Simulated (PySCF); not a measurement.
A family of related molecules: cyclic III–V and III–VI dimers. All species are isolated molecules in the gas phase. Strings in code marks are SMILES.

The S1–T1 gap (TDA) from two functionals at the same geometries (CAM-B3LYP-D3(BJ)/def2-SVP), both in PySCF: PBE-D3(BJ)/def2-TZVP and TPSSh-D3(BJ)/def2-TZVP. Excitations are Tamm–Dancoff values on a coarser integration grid. The basis has no diffuse functions, so Rydberg states are missing or too high.

| species | PBE-D3(BJ)/def2-TZVP (eV) |
|---|---|
| `[OH+]1[BH2-][OH+][BH2-]1` | 0.25 |
| `[AlH2-]1[SH+][AlH2-][SH+]1` | 0.21 |
| `[NH2+]1[GaH2-][NH2+][GaH2-]1` | 0.17 |
| `[InH2-]1[SbH2+][InH2-][SbH2+]1` | 0.29 |

Problem. What does TPSSh-D3(BJ)/def2-TZVP give for each?

Solution. 
- `[OH+]1[BH2-][OH+][BH2-]1`: 0.27
- `[AlH2-]1[SH+][AlH2-][SH+]1`: 0.32
- `[NH2+]1[GaH2-][NH2+][GaH2-]1`: 0.18
- `[InH2-]1[SbH2+][InH2-][SbH2+]1`: 0.28
Over these rows, drawn at random from the members with no instability flagged (it was tested for open shells, ions and some series alone), PBE minus TPSSh-D3(BJ): mean -0.03 eV, from -0.11 eV to +0.01 eV.
